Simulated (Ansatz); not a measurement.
`C[NH][Zr]([Cl])([Cl])[Cl]` + H₂S → `[SH][Zr]([Cl])([Cl])[Cl]` + CH₃NH₂ at 400 K and 1 bar (ligand exchange at a Zr–N bond).

Isolated molecules relaxed with PBE0-D4/def2-TZVP in Ansatz; ΔE leaves out vibrations. CCSD(T)/CBS is the MP2 limit (def2-TZVPP, def2-QZVPP) plus CCSD(T) − MP2 in def2-TZVPP, frozen cores. This one scheme is used for every species. Elements past krypton have def2 core potentials. For Zr outer-core shells are correlated without core-valence functions, which leaves a few kJ/mol of doubt a bond. Each species was taken in one conformer, which may not be the lowest.

| species | CCSD(T)/CBS energy (Eh) | H − E (kJ/mol) | S (J/(mol·K)) |
| --- | --- | --- | --- |
| `C[NH][Zr]([Cl])([Cl])[Cl]` | -1521.75679 | 192.5 | 475.3 |
| H₂S | -398.97279 | 53.4 | 215.9 |
| `[SH][Zr]([Cl])([Cl])[Cl]` | -1824.98006 | 69.2 | 442.9 |
| CH₃NH₂ | -95.75281 | 185.4 | 256.0 |

H − E and S are ideal-gas, rigid-rotor, harmonic terms from PBE0-D4/def2-TZVP, for one conformer and one mirror image of each species. 1 Eh = 2625.50 kJ/mol, R = 8.31446 J/(mol·K).

By hand: ΔE, ΔH, ΔS and ΔG.

ΔE = (-1824.98006) + (-95.75281) − (-1521.75679) − (-398.97279) = -0.00329 Eh = -8.6 kJ/mol. Δ(H − E) = 69.2 + 185.4 − 192.5 − 53.4 = 8.7, so ΔH = 0.1 kJ/mol. ΔS = 442.9 + 256.0 − 475.3 − 215.9 = 7.7 J/(mol·K). ΔG = 0.1 − 400 × (7.7)/1000 = -3.0 kJ/mol.

By hand: the equilibrium constant, and the temperature at which ΔG would vanish if ΔH and ΔS stayed fixed.

log₁₀ K = −ΔG/(RT ln 10) = 0.4. ΔG = 0 at ΔH/ΔS = 13 K, though so small a ΔH makes that figure unsure.

TΔS isn't small against ΔH here. The sign of ΔG lies within the doubt. A doubt of 5 kJ/mol in ΔE shifts log₁₀ K by 0.7 here. Other conformers and mirror images would add mixing entropy, several J/(mol·K) or more a flexible species. Modes under 60 cm⁻¹, often nearly free rotors, make the harmonic entropy too high. These are equilibria of isolated gas molecules and say nothing of rates. Largest T1 diagnostic: 0.016 (customary marks: 0.02 for closed shells, 0.045 for open ones).
